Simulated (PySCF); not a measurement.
## B²⁺ (boron, charge +2) across methods

[He] 2p1, 2P determinant (an excited configuration). Computed with PySCF 2.14 in x2c-QZVPPall with one added diffuse shell each of s, p, d, f type (8s5p4d3f1g, 73 functions), with the spin-free X2C one-electron Hamiltonian (Gaussian nucleus). The B2PLYP total includes its PT2 part (frozen core); its orbital energies are those of the SCF part.

| method | E (hartree) | mean ε 1s α (eV) | mean ε 1s β (eV) | mean ε 2p α (eV) | Σ⟨r²⟩ (bohr²) | ⟨S²⟩ |
| --- | --- | --- | --- | --- | --- | --- |
| PBE0 | -23.2042 | -217.82 | -217.22 | -28.131 | 3.282 | 0.750 |
| BP86 | -23.2371 | -210.76 | -210.27 | -26.823 | 3.269 | 0.750 |
| PBE | -23.2010 | -210.48 | -209.90 | -26.784 | 3.279 | 0.750 |
| B2PLYP | -23.2177 | -226.06 | -225.49 | -29.513 | 3.275 | 0.750 |
| UHF | -23.16009 | -239.06 | -238.43 | -31.788 | 3.326 | 0.750 |
| r2SCAN | -23.2336 | -213.50 | -213.00 | -27.076 | 3.251 | 0.750 |
| M06-2X | -23.2326 | -224.59 | -224.22 | -29.254 | 3.290 | 0.750 |
| LDA | -22.9454 | -208.48 | -207.89 | -26.425 | 3.300 | 0.750 |

Problem. Estimate the same row for TPSS.

Solution. E (hartree) = -23.2513; mean ε 1s α (eV) = -212.54; mean ε 1s β (eV) = -211.99; mean ε 2p α (eV) = -26.917; Σ⟨r²⟩ (bohr²) = 3.256; ⟨S²⟩ = 0.750.
